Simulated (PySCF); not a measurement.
C₅H₁₄O₂Si₂, SMILES C[Si](C)(C)C[SiH2]C(=O)O, GFN2-xTB optimised geometry.

```
23

C      2.62     0.14     0.00
Si     0.70     0.14     0.00
C      0.05    -0.79     1.52
C      0.06     1.93     0.00
C      0.13    -0.75    -1.61
Si    -1.63    -1.45    -1.63
C     -2.85    -0.04    -1.18
O     -3.02     0.43    -0.08
O     -3.54     0.40    -2.24
H      3.01    -0.87     0.02
H      3.02     0.62    -0.89
H      3.01     0.66     0.86
H     -1.03    -0.70     1.58
H      0.29    -1.85     1.49
H      0.46    -0.39     2.44
H      0.30     2.45    -0.93
H     -1.01     1.95     0.13
H      0.50     2.51     0.81
H      0.24    -0.05    -2.44
H      0.81    -1.57    -1.82
H     -1.82    -2.51    -0.64
H     -2.04    -1.90    -2.97
H     -4.15     1.12    -1.98
```

Density from PBE/def2-SVP (PySCF) at that geometry.

Minimum of the electron density along straight lines between bonded atoms, close to the bond critical point (lines longer than 1.1 times the sum of covalent radii, or with two minima, are not listed):

| bond | length / Å | ρ at the minimum / e bohr⁻³ | ∇²ρ there / e bohr⁻⁵ | position (fraction from the first atom) |
|---|---|---|---|---|
| C1–Si2 | 1.912 | 0.108 | 0.30 | 0.62 |
| Si2–C3 | 1.903 | 0.110 | 0.30 | 0.38 |
| Si2–C4 | 1.905 | 0.110 | 0.30 | 0.38 |
| Si2–C5 | 1.928 | 0.103 | 0.29 | 0.38 |
| C5–Si6 | 1.895 | 0.110 | 0.29 | 0.62 |
| Si6–C7 | 1.917 | 0.108 | 0.31 | 0.38 |
| C7–O8 | 1.208 | [?] | 0.38 | 0.33 |
| C7–O9 | 1.340 | 0.300 | -0.27 | 0.34 |
| C1–H10 | 1.086 | 0.269 | -0.95 | 0.63 |
| C1–H11 | 1.086 | 0.269 | -0.95 | 0.63 |
| C1–H12 | 1.085 | 0.270 | -0.95 | 0.63 |
| C3–H13 | 1.085 | 0.271 | -0.97 | 0.63 |
| C3–H14 | 1.086 | 0.269 | -0.94 | 0.62 |
| C3–H15 | 1.086 | 0.269 | -0.94 | 0.63 |
| C4–H16 | 1.086 | 0.269 | -0.94 | 0.62 |
| C4–H17 | 1.085 | 0.272 | -0.98 | 0.63 |
| C4–H18 | 1.086 | 0.269 | -0.94 | 0.63 |
| C5–H19 | 1.091 | 0.265 | -0.90 | 0.63 |
| C5–H20 | 1.090 | 0.265 | -0.90 | 0.62 |
| Si6–H21 | 1.466 | 0.117 | 0.31 | 0.49 |
| Si6–H22 | 1.467 | 0.117 | 0.31 | 0.49 |
| O9–H23 | 0.974 | 0.343 | [?] | 0.81 |

Complete the blanks.


- C7–O8, ρ at the minimum / e bohr⁻³: 0.411
- O9–H23, ∇²ρ there / e bohr⁻⁵: -2.13
